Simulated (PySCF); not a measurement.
ORD: `C=C[C@@H]1CO[C@@H]1[Se]C`, C$_{6}$H$_{10}$OSe

Geometry:
```tsv
atom	x (Å)	y (Å)	z (Å)
C1	-2.812	1.290	0.325
C2	-1.684	0.675	0.629
C3	-1.035	-0.348	-0.232
C4	-0.613	-1.678	0.418
O5	0.711	-1.549	-0.107
C6	0.469	-0.225	-0.514
Se7	1.466	1.059	0.638
C8	3.212	0.465	0.020
H9	-3.249	2.028	0.975
H10	-3.347	1.079	-0.587
H11	-1.162	0.901	1.552
H12	-1.603	-0.499	-1.153
H13	-0.611	-1.658	1.511
H14	-1.105	-2.582	0.055
H15	0.789	-0.030	-1.542
H16	3.364	0.789	-1.007
H17	3.240	-0.619	0.092
H18	3.962	0.910	0.668
```

Computed, not measured: TDDFT wB97X-D/def2-SVPD circular dichroism and optical rotation, one conformer, gas phase (PySCF 2.14.0). Geometry: GFN2-xTB.

The molecule is flexible and this is one conformer; a measurement averages over conformers. The calculation is non-relativistic, which matters for the atoms heavier than Zn.

Stereocentres: C3 R, C6 R.

Problem. Give the optical rotatory dispersion at 633, 589.3, 546, 436, 405, 365, 355 nm.

Solution. [α] in deg dm⁻¹ (g/mL)⁻¹:
```
λ (nm)  origin-invariant length gauge  modified velocity gauge  length gauge (centre of mass)  isotropic polarisability (au)
   633                         +267.3                   +281.1                         +268.6                          107.1
 589.3                         +314.6                   +330.9                         +316.1                          107.6
   546                         +375.6                   +395.2                         +377.5                          108.2
   436                         +655.6                   +691.0                         +658.8                          110.9
   405                         +800.0                   +844.0                         +804.0                          112.2
   365                        +1084.2                  +1145.9                        +1089.4                          114.4
   355                        +1183.4                  +1251.7                        +1189.1                          115.2
```

Problem. And for the mirror image at 589.3 nm?

Solution. -314.6 deg dm⁻¹ (g/mL)⁻¹ (origin-invariant length gauge): the same size and the opposite sign.

Problem. What is the molar rotation [Φ] = [α]·M/100 of the geometry above at 589.3 nm?

Solution. With M = 177.12 g/mol, +557.2 deg cm² dmol⁻¹ (origin-invariant length gauge).

The first excitation lies at 4.81 eV (258 nm) with R = +7.1 × 10⁻⁴⁰ esu² cm² (velocity form).
